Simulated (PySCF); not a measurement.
Cd(SH)(SMe) (CH4CdS2), SMILES C[S][Cd][SH].

Coordinates come from a PBE-D3(BJ)/def2-SVP optimisation. The structure was generated by enumeration; whether it is a known compound was not checked. The def2 effective core potentials stand for the cores of Cd; spin–orbit coupling is left out. Other conformers were not sampled.

Computed with TDA-PBE/def2-SVPD in PySCF.

Vertical excitations. Gas-phase values at a fixed geometry.

```csv
state,energy (eV),λ (nm),f,main pairs
S1,3.53,352,0.009,HOMO→LUMO 99 %
S2,3.98,311,0.017,HOMO−1→LUMO 99 %
S3,4.24,292,0.000,HOMO→LUMO+1 99 %
S4,4.53,273,0.002,"HOMO→LUMO+2 73 %, HOMO−2→LUMO 22 %"
S5,4.82,257,0.001,HOMO−1→LUMO+1 81 %
S6,4.87,255,0.000,HOMO−1→LUMO+2 97 %
S7,5.36,231,0.007,HOMO→LUMO+3 98 %
S8,5.43,229,0.003,HOMO−2→LUMO+1 97 %
S9,5.61,221,0.003,HOMO−2→LUMO+2 98 %
S10,5.74,216,0.645,"HOMO−2→LUMO 52 %, HOMO→LUMO+2 14 %, HOMO−3→LUMO 9 %"
T1,3.19,388,0,HOMO→LUMO 100 %
T2,3.64,341,0,HOMO−1→LUMO 100 %
T3,4.06,305,0,HOMO→LUMO+1 99 %
T4,4.13,300,0,"HOMO−2→LUMO 76 %, HOMO→LUMO+2 24 %"
```
Triplets are in the Tamm–Dancoff approximation.
